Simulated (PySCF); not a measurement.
Compound: C3H8O2Si.
Numbering: `[CH2:1]=[CH:2][CH2:3][SiH:4]([OH:5])[OH:6]` (hydrogens: H7, H8 on C1; H9 on C2; H10, H11 on C3; H12 on Si4; H13 on O5; H14 on O6)

The geometry is computed with GFN2-xTB (gas phase).

(1) Give the optimised bond lengths and angles.

## Answers

(1) 
```
          bond  length (bohr)   order
         C1=C2          2.498  double
         C2–C3          2.811  single
        C3–Si4          3.606  single
        Si4–O5          3.084  single
        Si4–O6          3.060  single
         C1–H7          2.039  single
         C1–H8          2.035  single
         C2–H9          2.044  single
C3–H10, C3–H11          2.059  single
       Si4–H12          2.765  single
O5–H13, O6–H14          1.800  single
```

Bonds in one row agree within 0.02 bohr and their mean is given. Orders are formal, as drawn. A selection of angles:
```
     angle  degrees
  C2–C1–H7    121.7
  C2–C1–H8    122.2
  H7–C1–H8    116.1
  C1–C2–C3    124.7
  C1–C2–H9    120.0
  C3–C2–H9    115.3
 C2–C3–Si4    111.3
 C2–C3–H10    110.0
Si4–C3–H10    109.6
H10–C3–H11    107.6
 C3–Si4–O5    112.6
 C3–Si4–O6    107.2
C3–Si4–H12    110.9
 O5–Si4–O6    106.1
O5–Si4–H12    109.3
O6–Si4–H12    110.5
Si4–O5–H13    120.6
Si4–O6–H14    119.5
```

Dihedral angles: C1–C2–C3–Si4 104° (anticlinal); C2–C3–Si4–O5 -39° (synclinal); H13–O5–Si4–C3 -47° (synclinal); H14–O6–Si4–C3 -151° (antiperiplanar). The mirror-image conformer, all signs reversed, is as good.

Of the pairs four or more bonds apart, H7···H10 is among the closest relative to their van der Waals radii: 2.46 Å, 102 % of the sum of Bondi's values. The C–C distances run from 1.322 Å (C1=C2, drawn double) to 1.487 Å (C2–C3, drawn single), a spread of 0.165 Å. Si4 (oxygen-bound silicon) is tetrahedral (angles from 106.1° to 112.6°).

Point group: C1 (no symmetry element, even within 0.4 Å). Whether it is a minimum is left open (no frequencies). One conformer, not necessarily the lowest (C1–C2–C3–Si4 104°, C2–C3–Si4–O5 -39°, C3–Si4–O5–H -47°, C3–Si4–O6–H -151°).
